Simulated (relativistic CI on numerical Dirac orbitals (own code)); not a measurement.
# Radial parameters of Os XLI

Calculated at this level of theory: Dirac-Coulomb-Breit CI, KLI orbitals optimised for each configuration, model QED (radiative potential, 1s self-energy scaled to tabulated hydrogen-like ionisation energies), unscaled Slater integrals (own radial code, finite nucleus).

Slater integrals F^k, G^k are unscaled and averaged over j, outside the closed core [Ar] 3d10; ζ comes from projecting the Hamiltonian with its Breit term on Σ l·s of the shell.

- 4s2 4p5 4d: ζ(4p) = 571880, F^2(4p,4d) = 251490, G^1(4p,4d) = 310640, G^3(4p,4d) = 199520, ζ(4d) = 72146 cm⁻¹; <r>(4p) = 0.3992, <r^2>(4p) = 0.1805, <r>(4d) = 0.3981, <r^2>(4d) = 0.1812 (bohr units).
- 4s 4p6 4d: G^2(4s,4d) = 247330, ζ(4d) = 72503 cm⁻¹; <r>(4s) = 0.3885, <r^2>(4s) = 0.1698, <r>(4d) = 0.3982, <r^2>(4d) = 0.1813 (bohr units).
- 4s2 4p5 4f: ζ(4p) = 570310, F^2(4p,4f) = 256050, G^2(4p,4f) = 197800, G^4(4p,4f) = 146890, ζ(4f) = 12895 cm⁻¹; <r>(4p) = 0.3995, <r^2>(4p) = 0.1807, <r>(4f) = 0.3698, <r^2>(4f) = 0.1543 (bohr units).

Averages of the first 10 configurations, taken without configuration mixing, which lowers the lowest level and can move excited configurations by several eV; other configurations of the list can lie among them:

```
Configuration  Parity  States  Average energy above the lowest level (eV)
      4s2 4p6    even       1                                         0.3
   4s2 4p5 4d     odd      60                                       214.5
    4s 4p6 4d    even      20                                       404.2
   4s2 4p5 4f    even      84                                       424.1
    4s 4p6 4f     odd      28                                       614.1
    4p6 4d 4f     odd     140                                      1020.5
   4s2 4p5 5s     odd      12                                       765.2
      4p6 4d2    even      45                                       812.8
      4p5 4d3     odd     720                                      1023.6
   4p5 4d2 4f    even    3780                                      1228.7
```
